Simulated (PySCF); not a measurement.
Compound: C₅H₈Si.
SMILES with atom numbers: `[CH:1]#[C:2][CH2:3][C@@H:4]1[CH2:5][SiH2:6]1` (hydrogens: H7 on C1; H8, H9 on C3; H10 on C4; H11, H12 on C5; H13, H14 on Si6)

The calculation used PBE0-D3(BJ)/def2-SVP geometry optimisation, gas phase in PySCF 2.14.0.

Problem. List the bond lengths, angles and torsions at this level.

Solution. 
```tsv
bond	length (bohr)
C1≡C2	2.288
C2–C3	2.755
C3–C4	2.871
C4–C5	2.903
C5–Si6	3.526
C4–Si6	3.526
C1–H7	2.030
C3–H8	2.088
C3–H9	2.090
C4–H10	2.074
C5–H11	2.073
C5–H12	2.070
Si6–H13	2.805
Si6–H14	2.803
```

A selection of angles:
```tsv
angle	degrees
C2–C1–H7	179.9
C1–C2–C3	179.2
C2–C3–C4	113.5
C2–C3–H8	108.8
C2–C3–H9	109.1
C4–C3–H8	109.9
C4–C3–H9	109.8
H8–C3–H9	105.5
C3–C4–C5	118.0
C3–C4–Si6	122.5
C3–C4–H10	112.9
C5–C4–Si6	65.7
C5–C4–H10	114.3
Si6–C4–H10	115.5
C4–C5–Si6	65.7
C4–C5–H11	116.0
C4–C5–H12	117.2
Si6–C5–H11	117.9
Si6–C5–H12	120.3
H11–C5–H12	112.3
C5–Si6–H13	117.9
C5–Si6–H14	119.7
C4–Si6–C5	48.6
C4–Si6–H13	118.4
C4–Si6–H14	119.7
H13–Si6–H14	115.9
```

Torsions: C2–C3–C4–C5 164° (antiperiplanar); C3–C4–C5–Si6 -115° (anticlinal); C3–C4–Si6–C5 109° (anticlinal).

Si6 (SiH2 silicon) has angles from 48.6° to 119.7°. The 4 C–C bonds span 1.211 Å (C1≡C2, drawn triple) to 1.536 Å (C4–C5, drawn single), a spread of 0.325 Å. The 3-membered ring C4–C5–Si6 has internal angles of 48.6° to 65.7°.

Point group: C1 (no symmetry element, even within 0.4 Å). No frequency check. One conformer, not necessarily the lowest.

On Arm Neoverse V1, one thread, shared host with 32 logical CPUs at a one-minute load of 31, this took 72 s of wall time and 0.49 GiB of memory at its peak. This is the geometry optimisation.
